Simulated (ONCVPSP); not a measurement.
## F (Z = 9): excitation energies, all-electron against ONCV

ONCVPSP 4.0.1 input, shortened (lines: element, Z, core and valence counts, functional; n l f; lmax; l rc ep ncon nbas qcut; lloc lpopt rc5 dvloc0; l nproj debl; icmod fcfact rcfact), Wu-Cohen, scalar-relativistic:

```
  F 9.00    0    3  -118130      upf
    1    0    2.00
    2    0    1.50
    2    1    5.50
    2
    0    0.40    0.00    4    9   35.10
    1    1.15    0.00    4    8   13.70
    2    1.05    0.13    5   10   10.00
    4    5    0.35   -1.00
    0    2    2.80
    1    3    2.40
    2    2    0.50
    0    0.00    0.00
```

Energies are relative to the spin-unpolarised reference configuration 1s2 2s1.5 2p5.5; without spin polarisation the order of configurations can differ from experiment.

| valence configuration | charge | ΔE all-electron (eV) | error AE − PS (meV) |
| --- | --- | --- | --- |
| 1s2 2s2 2p4 | +1 | 10.039 | +18 |
| 1s2 2s2 2p3 | +2 | 48.417 | +97 |
| 1s2 2s1 2p6 | 0 | 9.348 | +3.8 |

Problem. What are ΔE and the potential's error for 1s2 2s2 2p5?

Solution. ΔE = -9.334 eV all-electron; the error (AE − PS) is -0.1 meV.

Levels in the configuration 1s2 2s2 2p4:

```
level  all-electron (eV)  pseudo (eV)
   1s           -683.170     -682.760
   2s            -47.239      -47.232
   2p            -28.298      -28.259
```
